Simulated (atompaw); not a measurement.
## What one change does to a pseudopotential (cerium (Ce), PAW (atompaw))

* Element: cerium
* Generator: atompaw 4.2.0.5
* Type: PAW
* Functional: PBEsol
* Relativity: scalar-relativistic
* Frozen core: [Kr] 4d10 5s2
* Valence charge: 10
* Reference configuration: 4f1 5p6 5d1 6s2 6p0
* Partial waves: 6s (bound); 6s channel at 2.2 Ry; 5p (bound); 6p (bound, empty); 5d (bound); 5d channel at 2 Ry; 4f (bound); 4f channel at 0.05 Ry
* Local potential: troulliermartins scheme with l = 4 at 1 Ry, radius 2.50 bohr
* Core correction: smooth core density matched at 1.65 bohr
* Augmentation charge: besselshape compensation charge, radius 2.95 bohr; PAW radius 3.00 bohr; waves and projectors: bloechl

All-electron outer shells of the reference configuration (PBEsol, scalar-relativistic, ld1.x):

| shell | level (eV) | outermost node (bohr) | outermost maximum (bohr) |
| --- | --- | --- | --- |
| 4d | -110.40 | 0.31 | 0.66 |
| 5s | -40.61 | 0.75 | 1.37 |
| 5p | -23.22 | 0.81 | 1.55 |
| 4f | -5.42 | – | 0.71 |
| 6s | -3.77 | 1.82 | 3.72 |
| 5d | -3.07 | 0.92 | 2.18 |
| 6p | -1.33 | 2.15 | 4.84 |

Change: all radii scaled by about 1.29 (s 3.88, p 2.90, d 3.88, f 2.06 bohr); local potential troulliermartins scheme with l = 4 at 1 Ry, radius 3.24 bohr; augmentation besselshape compensation charge, radius 3.82 bohr; PAW radius 3.88 bohr; waves and projectors: bloechl; core correction smooth core density matched at 2.14 bohr.

Cutoffs: the cutoffs (Ry, on a coarse ladder) from which the occupation-weighted sum of valence levels, in a spherical-Bessel basis at the reference potential, stays within 10 and 1 mRy of its value at 400 Ry; they do not see the model core or the augmentation charge, which bear on the density cutoff.

Q: What does the change do?

A: The potential gets softer (30 Ry and 40 Ry → 15 Ry and 25 Ry); both files keep a bound ghost (s). A larger radius leaves more room for a smooth pseudo-wave, so fewer plane waves are needed.

```csv
quantity,base,changed
"cutoff, loose",30 Ry,15 Ry
"cutoff, tight",40 Ry,25 Ry
loose cutoff by channel (10 mRy a level),"s 6 Ry, p 15 Ry, d 18 Ry, f 25 Ry","s 6 Ry, p 10 Ry, d 10 Ry, f 15 Ry"
bound ghosts,s,s
lowest overlap eigenvalue by channel,"s 0.17, p 0.56, d 0.73, f 1.00","s 0.35, p 0.84, d 0.93, f 0.96"
```

 A true bound ghost makes a file unfit for plane-wave use even where its test errors are small: the radial tests pick states by their node count and pass the ghost by. The cutoffs see the waves, projectors and local potential, not the compensation charge or the core.
